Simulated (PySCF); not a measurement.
First SCF of a structure search on singlet I(OH)3, at a hand-made PBE0 minimum (heavy-atom frame) geometry. PySCF input:

```python
from pyscf import gto, scf, dft
mol = gto.M(atom='''
I     -0.003637    -0.021979    -0.243130
O      0.093212     0.123600     1.745331
O      2.013682     0.097613    -0.163317
O     -2.035323    -0.070113     0.166596
H     -0.824946    -0.116035     1.968894
H      2.351971    -0.673752     0.313212
H     -2.357636     0.841694     0.194545''',
    basis={'I': 'def2-SVP', 'O': 'def2-SVP', 'H': 'def2-SVP'},
    ecp={'I': 'def2-SVP'},
    charge=0, spin=0)
mf = dft.RKS(mol, xc='PBE0')
mf.grids.atom_grid = (50, 194)
aux = {'I': 'def2-universal-JKFIT', 'O': 'def2-universal-JKFIT', 'H': 'def2-universal-JKFIT'}
mf = mf.density_fit(auxbasis=aux)
mf.conv_tol = 1e-08
mf.diis_space = 10
mf.max_cycle = 60
mf.init_guess = 'minao'
mf.verbose = 4
mf.kernel()
```

Excerpt of the output (cycles and frontier levels):

```
init E= -493.570477064374
  HOMO = -0.835767853509957  LUMO = -0.802828366152379  gap/eV = 0.89633
cycle= 1 E= -522.661272461742  delta_E= -29.1  |g|= 3.19  |ddm|= 8.68
  HOMO = 0.0449750362813646  LUMO = 0.0662875722905731  gap/eV = 0.57994
cycle= 2 E= -521.475487261367  delta_E= 1.19  |g|= 3.11  |ddm|= 9.49
  HOMO = -0.196752669119558  LUMO = -0.0962821579570274  gap/eV = 2.73394
cycle= 3 E= -524.205033674166  delta_E= -2.73  |g|= 1.28  |ddm|= 7.19
  HOMO = -0.271059564707819  LUMO = -0.133325976860348  gap/eV = 3.74792
cycle= 4 E= -524.499831213586  delta_E= -0.295  |g|= 0.802  |ddm|= 1.73
  HOMO = -0.27263338123522  LUMO = -0.085549038442462  gap/eV = 5.09082
cycle= 5 E= -524.605338875652  delta_E= -0.106  |g|= 0.372  |ddm|= 0.883
  HOMO = -0.260459472075205  LUMO = -0.0705582801303812  gap/eV = 5.16747
cycle= 6 E= -524.630679029506  delta_E= -0.0253  |g|= 0.11  |ddm|= 0.373
  HOMO = -0.27268052673648  LUMO = -0.0797713265478635  gap/eV = 5.24933
cycle= 7 E= -524.633264954064  delta_E= -0.00259  |g|= 0.0213  |ddm|= 0.113
  HOMO = -0.272188854367347  LUMO = -0.0786213030552219  gap/eV = 5.26724
cycle= 8 E= -524.63329392865  delta_E= -2.9e-05  |g|= 0.0182  |ddm|= 0.0304
  HOMO = -0.27246779747421  LUMO = -0.0790468340896133  gap/eV = 5.26325
cycle= 9 E= -524.633360899737  delta_E= -6.7e-05  |g|= 0.00143  |ddm|= 0.0147
  HOMO = -0.272402630096984  LUMO = -0.0789288812407634  gap/eV = 5.26469
cycle= 10 E= -524.633361517945  delta_E= -6.18e-07  |g|= 0.000278  |ddm|= 0.00229
  HOMO = -0.272405278140294  LUMO = -0.078936017092893  gap/eV = 5.26457
cycle= 11 E= -524.633361546916  delta_E= -2.9e-08  |g|= 6.06e-05  |ddm|= 0.000536
  HOMO = -0.272410933184268  LUMO = -0.0789411190998734  gap/eV = 5.26458
cycle= 12 E= -524.633361548931  delta_E= -2.02e-09  |g|= 6.85e-06  |ddm|= 0.000168
  HOMO = -0.27241015023786  LUMO = -0.0789398992734256  gap/eV = 5.26459
Extra cycle  E= -524.633361548946  delta_E= -1.41e-11  |g|= 7.32e-06  |ddm|= 1.96e-05
converged SCF energy = -524.633361548946
```

No lower solution of this spin was found by a stability analysis within the restricted form, which does not test spin polarisation.

The search for the lowest solution, with the stability check, took 8.3 s on 2 threads of a shared Arm Neoverse N1 host, with 83 basis functions; the process peaked at 0.39 GiB. Launch command: `OMP_NUM_THREADS=2 python axn.py task.json out`.
